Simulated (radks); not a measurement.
Values are calculated unless marked as measured or tabulated.
Question: These are the eigenvalues of the occupied orbitals of an atom or ion with whole-number occupations (Ry). Level of theory: scalar-relativistic Kohn-Sham, BLYP, spin-polarised, spherical densities, finite nucleus; Fermi nuclear charge, rms radius of each element as measured or else 0.836 A^(1/3) + 0.57 fm (a radial shooting solver on a logarithmic mesh with Libxc functionals).

orbital  eigenvalue
1s        -1614.112
2s        -233.3601
2p        -209.1853
3s        -42.30293
3p        -34.35991
3d        -21.57069
4s         -7.08685
4p         -4.87288
4d         -1.76768

Which element is it, and in what charge state? The configuration may be excited.

Answer: Z = 44, ruthenium, charge +2: Ru2+ in [Kr] 4d(up 3, down 3). The list shows which subshells hold electrons but not how many an open one holds; the 1s level, -807.06 hartree, gives Z - s = 40.2 by -(Z - s)^2/2, which with screening and relativity narrows Z to a few neighbours, and the depths of the outer levels then fix element, charge and occupations together.
